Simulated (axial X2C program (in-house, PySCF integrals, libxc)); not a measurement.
## Density and ELF of InN

All values were computed with an axial X2C code built on PySCF integrals. Two-component (2c) means X2C with spin–orbit coupling and atomic mean-field two-electron Coulomb and Gaunt terms. Basis: In dyall-cv3z [11s12p9d4f1g], N dyall-av3z [7s7p3d2f] (cores contracted in-house); Gaussian nuclei, density fitting, unrestricted open shells. Masses: In 114.904 u, N 14.003 u.

PBE0, two-component, state Ω = 1 (⟨Sz⟩ = 1.00, ⟨Lz⟩ = 0.00 at PBE0); In at z = 0, N at z = 2.219 Å.

The maps cover the half plane through the axis: z from -2.4 to 4.5 Å along the bond, ρ from 0.15 to 2.25 Å away from it (steps of 0.3 Å, the bottom row nearest the axis).

log10 of the density in e/bohr³:

digits 0 to 9 span -4.83 to 1.81 evenly
```
111222222222211111111000
122223333332222222211100
122333333333333333222110
223334444444334443332211
233344555544444444433221
233445566655555555443321
233455677765556666544322
334455789875566776554322
```

Electron localisation function (collinear form, no current term, damped to 0 at low density):

digits 0 to 9 span 0.00 to 1.00 evenly
```
000234432100000000000000
013676643210000000000000
147887643210011112110000
378886432211123344432100
689875322211245667654200
799863234421367788876420
899853477741488789987630
899743637361498219998640
```

Axial spin density in 10⁻³ e/bohr³:

digits 0 to 9 span -2.93 to 2.93 evenly, values beyond are clipped
```
444444555555555555555555
444444555555556655555555
444444555555677876655555
444444555556799999755554
444444555556999999965544
444334555445999999965444
444333557743699999954444
443323629251079999123444
```

The state is one determinant whose occupation by symmetry is held fixed; it was picked as the lowest of a PBE0 search that is not exhaustive. Density functionals use the spin component along the axis (collinear). PBE0 can misorder states that lie within some tenths of an eV, so this need not be the ground state of the molecule. The nearest other 2c determinant of the search, Ω = 2, lies 0.43 eV up at the distance of the search. With several unpaired electrons one determinant need not be a pure state. Open-shell Ω = 0 determinants with evenly filled partner blocks cannot be reached by this program, so the Ω shown need not be the lowest component. This is the Ω = 1 component of a π² triplet; the 0⁺ component is not one determinant and can lie lowest.
